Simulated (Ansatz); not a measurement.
H5OPSSi, SMILES `O[SiH](P)S`. Total charge 0; spin multiplicity 1.

Z-matrix (Å, degrees):
```
Si
P 1 2.249
S 1 2.137 2 103.4
O 1 1.644 2 110.7 3 121.8
H 1 1.480 2 115.4 3 -120.5
H 2 1.421 1 92.6 3 167.7
H 2 1.420 1 93.1 3 73.6
H 3 1.344 1 94.4 2 -169.3
H 4 0.959 1 117.1 2 -64.5
```

**Question.** List the harmonic frequencies (cm⁻¹, unscaled) at PBE0-D4/def2-TZVP in Ansatz. (Estimate.)

**Answer.** Computed: 131, 133, 174, 216, 248, 315, 434, 518, 588, 672, 741, 786, 795, 878, 918, 1087, 2249, 2409, 2420, 2705, 3906.

**Question.** Is this a minimum?

**Answer.** Yes, all 21 modes are real.

**Question.** Give the ideal-gas thermochemistry at 298.15 K and 1 bar (rigid rotor, harmonic oscillator; point group C1, symmetry number 1).

**Answer.** Zero-point energy 133.5 kJ/mol; H(298) − E = 155.4 kJ/mol; entropy 352.1 J/(mol·K), of which translation 167.7, rotation 114.8, vibration 69.5; G(298) − E = 50.4 kJ/mol.
